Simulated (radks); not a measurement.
Spherical quantum dot in the effective-mass picture: electrons in a hard-walled sphere of radius 2.8, all in effective atomic units (hartree* = m*/eps^2 hartree, bohr* = eps/m* bohr), one dielectric constant everywhere. Method: non-relativistic Kohn-Sham, LDA (Slater exchange, Perdew-Wang correlation), spin-polarised, spherical densities; computed with a radial shooting solver with Libxc functionals. Levels are named by radial order and angular momentum (1s, 1p, 1d, 2s, ...), and open shells are averaged over m.

N = 22, configuration 1s2 1p6 1d10 1f(up 4, down 0). This is the lowest configuration that the search found. Occupied and some empty levels:

level    occupation  eigenvalue (hartree*)  <r> (bohr*)
1s up             1                 10.796        1.810
1s down           1                 10.856        1.800
1p up             3                 11.167        1.910
1p down           3                 11.233        1.906
1d up             5                 11.777        1.987
1d down           5                 11.847        1.985
1f up             4                 12.596        2.048
1f down           0                 12.668        2.047
2s up             0                 12.900        1.266
2s down           0                 12.926        1.269
1g up             0                 13.606        2.098
1g down           0                 13.679        2.098
2p up             0                 14.051        1.467
2p down           0                 14.085        1.467
2d up             0                 15.395        1.598
2d down           0                 15.436        1.597

Energy (hartree*): total 147.862, kinetic 47.104, external 0, Hartree 113.44, exchange-correlation -12.687.

Electron density:

r (bohr*)  n(r) (e/bohr*^3)
0.219               0.02485
0.428               0.03404
0.637               0.05299
0.846               0.08703
1.05                 0.1419
1.26                 0.2208
1.47                 0.3182
1.68                 0.4131
1.89                 0.4651
2.10                 0.4291
2.31                 0.2926
2.52                 0.1160
2.73               0.007750
